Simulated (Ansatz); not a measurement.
Gas-phase electronic energies from Ansatz, PBE0-D4/def2-TZVP geometries. CCSD(T)/CBS is the MP2 limit (def2-TZVPP, def2-QZVPP) plus CCSD(T) − MP2 in def2-TZVPP, frozen cores. Functionals use def2-TZVPP. B3LYP here is the variant with VWN-RPA as its local correlation; programs differ in this. No spin–orbit coupling; open shells (•) take unrestricted orbitals. For Ga outer-core shells are correlated without core-valence functions, which leaves a few kJ/mol of doubt a bond. Scalar relativity is left out up to krypton. Each species was taken in one conformer, which may not be the lowest.

Reaction (homolysis of the Ga–O bond): `CC[O][GaH][F]` → `[F][GaH]`• + `CC[O]`•

```tsv
level	ΔE (eV)	difference from CCSD(T)/CBS
revPBE-D4	3.81	-0.63
BLYP-D4	3.82	-0.62
B3LYP-D4	3.91	-0.53
BLYP	3.62	-0.82
r2SCAN	3.89	-0.55
RPA@PBE/def2-TZVPP	4.08	-0.36
CCSD/def2-SVP	4.13	-0.31
CCSD(T)/def2-SVP	4.20	-0.24
MP2/def2-TZVPP	4.70	0.26
CCSD/CBS(def2)	4.32	-0.12
CCSD(T)/CBS	4.44	0
```

Largest T1 diagnostic among the species: 0.018.

In def2-TZVPP, CCSD(T) changes the Hartree–Fock value by +1.48 eV (the triples alone add +0.11 eV) and MP2 by +1.89 eV; breaking electron pairs costs correlation energy, which Hartree–Fock lacks. At CCSD(T), def2-SVP lies −0.23 eV from the extrapolated value and def2-TZVPP −0.14 eV: correlation converges slowly with the basis, and small sets miss more of it in the bonded molecule than in its fragments. From PBE to PBE0 (25 % exact exchange), in def2-TZVPP and without D4, ΔE moves by +0.04 eV.

CCSD(T)/CBS has its own doubt, a few kJ/mol and more with outer-core shells, so smaller differences from it don't rank the levels.
